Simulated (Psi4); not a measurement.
C2H6Ge, singlet, geometry from GFN2-xTB; BHHLYP/6-31G, TDA (Psi4).

Here is a job for Psi4.
```
memory 2 GB

molecule mol {
0 1
  Ge    0.664150   -0.234448   -0.115345
  C    -1.026034    0.722410   -0.136602
  C    -2.062893    0.419921    0.627689
  H     0.975547   -0.804207   -1.462321
  H     0.631881   -1.350202    0.875288
  H     1.794253    0.679669    0.235643
  H    -1.104812    1.554785   -0.826043
  H    -2.991852    0.969738    0.595112
  H    -2.024251   -0.401414    1.326834
symmetry c1
}

set basis 6-31g
set reference rks
set puream true
set save_jk true
set tdscf_states [5]
set tdscf_tda true
set d_convergence 1e-8

energy('td-bhhlyp')
print_variables()
```

Predict the main parts of the log of this Psi4 run.


```
   => Loading Basis Set <=

    Name: 6-31G
    Role: ORBITAL
    Keyword: BASIS

         ---------------------------------------------------------
                                   SCF
               by Justin Turney, Rob Parrish, Andy Simmonett
                          and Daniel G. A. Smith
                              RKS Reference
         ---------------------------------------------------------

  ==> Geometry <==

    Molecular point group: c1
    Full point group: C1

    Geometry (in Angstrom), charge = 0, multiplicity = 1:

       Center              X                  Y                   Z               Mass
    ------------   -----------------  -----------------  -----------------  -----------------
         GE           0.574823450614    -0.205888692125    -0.097233147381    73.921177761000
         C           -1.115360549386     0.750969307875    -0.118490147381    12.000000000000
         C           -2.152219549386     0.448480307875     0.645800852619    12.000000000000
         H            0.886220450614    -0.775647692125    -1.444209147381     1.007825032230
         H            0.542554450614    -1.321642692125     0.893399852619     1.007825032230
         H            1.704926450614     0.708228307875     0.253754852619     1.007825032230
         H           -1.194138549386     1.583344307875    -0.807931147381     1.007825032230
         H           -3.081178549386     0.998297307875     0.613223852619     1.007825032230
         H           -2.113577549386    -0.372854692125     1.344945852619     1.007825032230

  Running in c1 symmetry.

  Rotational constants: A =      1.14455  B =      0.12656  C =      0.11861 [cm^-1]
  Rotational constants: A =  34312.66727  B =   3794.25504  C =   3555.89685 [MHz]
  Nuclear repulsion =  173.981430965426114

  Charge       = 0
  Multiplicity = 1
  Electrons    = 50
  Nalpha       = 25
  Nbeta        = 25

  ==> Algorithm <==

  SCF Algorithm Type is DF.
  DIIS enabled.
  MOM disabled.
  Fractional occupation disabled.
  Guess Type is SAD.
  Energy threshold   = 1.00e-06
  Density threshold  = 1.00e-08
  Integral threshold = 1.00e-12

  ==> Primary Basis <==

  Basis Set: 6-31G
    Blend: 6-31G
    Number of shells: 33
    Number of basis functions: 57
    Number of Cartesian functions: 59
    Spherical Harmonics?: true
    Max angular momentum: 2

  ==> DFT Potential <==

   => LibXC <=

    Version 7.1.2
    S. Lehtola, C. Steigemann, M. J. T. Oliveira, and M. A. L. Marques,  SoftwareX 7, 1–5 (2018) (10.1016/j.softx.2017.11.002)

   => Composite Functional: BHANDHLYP <=

    BHandHLYP Hyb-GGA Exchange-Correlation Functional

    A. D. Becke,  J. Chem. Phys. 98, 1372 (1993) (10.1063/1.464304)
    Defined through Gaussian implementation.

    Deriv               =              1
    GGA                 =           TRUE
    Meta                =          FALSE

    Exchange Hybrid     =           TRUE
    MP2 Hybrid          =          FALSE

   => Exchange Functionals <=

    0.5000         Becke 88

   => Exact (HF) Exchange <=

    0.5000               HF

   => Correlation Functionals <=

    1.0000   Lee, Yang & Parr

   => LibXC Density Thresholds  <==

    XC_HYB_GGA_XC_BHANDHLYP:  1.00E-15

   => Molecular Quadrature <=

    Radial Scheme          =       TREUTLER
    Pruning Scheme         =           NONE
    Nuclear Scheme         =       TREUTLER

    Blocking Scheme        =         OCTREE
    BS radius alpha        =              1
    Pruning alpha          =              1
    Radial Points          =             75
    Spherical Points       =            302
    Total Points           =         195079
    Total Blocks           =           1484
    Max Points             =            256
    Max Functions          =             56
    Weights Tolerance      =       1.00E-15

   => Loading Basis Set <=

    Name: (6-31G AUX)
    Role: JKFIT
    Keyword: DF_BASIS_SCF

  ==> Integral Setup <==

[...]
  @DF-RKS Final Energy: -2156.06238656036385
    Total Energy =                      -2156.0623865603638478
[...]
  DavidsonSolver iter   5:   4.24862e-06  4.05586e-04     40
  DavidsonSolver iter   6:   2.70594e-07  9.29135e-05     45
  DavidsonSolver iter   7:   1.37151e-08  2.59838e-05     50
  DavidsonSolver iter   8:   8.56640e-10  6.06610e-06     55
  DavidsonSolver iter   9:   3.10829e-11  1.08257e-06     58
  DavidsonSolver iter  10:   8.16125e-13  3.04616e-07     59      Converged

******************************************************************************************
**********                               WARNING                                **********
**********  Length-gauge rotatory strengths are **NOT** gauge-origin invariant  **********
******************************************************************************************

                                    Excitation Energy         Total Energy        Oscillator Strength             Rotatory Strength
     #   Sym: GS->ES (Trans)        au              eV              au          au (length)    au (velocity)    au (length)    au (velocity)
    ---- -------------------- --------------- --------------- --------------- --------------- --------------- --------------- ---------------
     1        A->A (1 A)       0.27389         7.45300        -2155.78849      0.0065          0.0017          0.0000          0.0000
     2        A->A (1 A)       0.29715         8.08578        -2155.76524      0.0089          0.0377          0.0000          0.0000
     3        A->A (1 A)       0.30958         8.42403        -2155.75281      0.7710          0.1885         -0.0000         -0.0000
     4        A->A (1 A)       0.33969         9.24331        -2155.72270      0.0001          0.0000          0.0000          0.0000
     5        A->A (1 A)       0.34558         9.40358        -2155.71681      0.1790          0.1474          0.0000          0.0000

Contributing excitations
Only contributions with abs(coeff) > 1.00e-01 will be printed:

Excited State    1 (1 A):   0.27389 au   166.35 nm f = 0.0065
  Sums of squares: Xssq =  1.000000e+00
     24a  ->  26a    -0.960460 (92.248%)
     24a  ->  29a     0.139292 ( 1.940%)
     25a  ->  27a     0.190957 ( 3.646%)

Excited State    2 (1 A):   0.29715 au   153.34 nm f = 0.0089
  Sums of squares: Xssq =  1.000000e+00
     24a  ->  26a     0.186585 ( 3.481%)
     25a  ->  27a     0.955555 (91.308%)
     25a  ->  30a    -0.104398 ( 1.090%)
     25a  ->  33a     0.127441 ( 1.624%)

Excited State    3 (1 A):   0.30958 au   147.18 nm f = 0.7710
  Sums of squares: Xssq =  1.000000e+00
     24a  ->  27a    -0.137122 ( 1.880%)
     24a  ->  28a    -0.101665 ( 1.034%)
     25a  ->  26a     0.948852 (90.032%)

Excited State    4 (1 A):   0.33969 au   134.13 nm f = 0.0001
  Sums of squares: Xssq =  1.000000e+00
     25a  ->  27a     0.105704 ( 1.117%)
     25a  ->  28a    -0.968460 (93.791%)

Excited State    5 (1 A):   0.34558 au   131.85 nm f = 0.1790
  Sums of squares: Xssq =  1.000000e+00
     22a  ->  26a    -0.246719 ( 6.087%)
     24a  ->  27a    -0.860506 (74.047%)
     25a  ->  26a    -0.111181 ( 1.236%)
     25a  ->  29a    -0.379451 (14.398%)

******************************************************************************************
**********                               WARNING                                **********
**********       The names of excited state variables changed between 1.5       **********
**********     and 1.6. For a quick solution, remove the symmetry specifier     **********
**********   from the variable name. For full details, see 'Notes on Psivars'   **********
**********                        in the documentation.                         **********
******************************************************************************************

  Variable Map:
  ----------------------------------------------------------------------------
[...]
  Array Variable Map:
  ----------------------------------------------------------------------------
[...]
[...]
```
